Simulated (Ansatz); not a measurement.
Series HfX4: PBE0-D4/def2-TZVPD single points in Ansatz on relaxed structures, gas phase. Core potentials for Hf, no spin–orbit coupling. A negative affinity means that the extra electron isn't bound at that geometry and level; within about 0.2 eV of zero the sign isn't settled. Binding counts from free atoms in the multiplicity of their measured ground term, without zero-point energy. Names give formal oxidation states. The structures are stationary points that may keep the symmetry of their start. Remarks come from the PBE and PBE0 runs and from stability tests at other levels; not every state was tested. A HOMO above zero means that the electron is unbound at that level and held by the basis, or that self-interaction error raises the level; the energy of removing that electron tells which. HOMO above LUMO (over both spins in singlets and doublets, within one spin in higher multiplets; at PBE or PBE0), or a gap under 0.15 eV within one spin, warns that the state may not be the lowest or that an electron is smeared out.

(1) Estimate the order by vertical EA (eV), lowest first.
A. Hf(OH)4 (HfO4H4) (singlet)
B. HfCl4 (singlet)
C. HfH4 (singlet)
D. HfF4 (singlet)

(1) A (-0.66), D (-0.29), C (0.31), B (0.66).

In full:

```tsv
species	atoms	state	geometry	HOMO (eV)	LUMO (eV)	gap (eV)	vertical EA (eV)	binding per atom (eV)	point group (within 0.1 Å)	remarks
HfH4	5	singlet	B3LYP-D4/def2-TZVP	-8.43	-2.03	6.40	0.31	2.50	Td	HOMO above zero (-1 doublet)
HfF4	5	singlet	PBE0-D4/def2-SVP	-12.20	-0.99	11.21	-0.29	5.36	Td	HOMO above zero (-1 doublet)
HfCl4	5	singlet	PBE-D4/def2-SVP	-9.73	-2.32	7.41	0.66	4.17	Td	HOMO above zero (-1 doublet), gap within one spin near zero at PBE or PBE0 (-1 doublet)
Hf(OH)4 (HfO4H4)	9	singlet	PBE0-D4/def2-SVP	-8.56	-0.27	8.29	-0.66	4.47	Td	HOMO above zero (-1 doublet)
```

The gap (eV) runs from 6.40 (HfH4) to 11.21 (HfF4). The vertical EA (eV) runs from -0.66 (Hf(OH)4) to 0.66 (HfCl4).
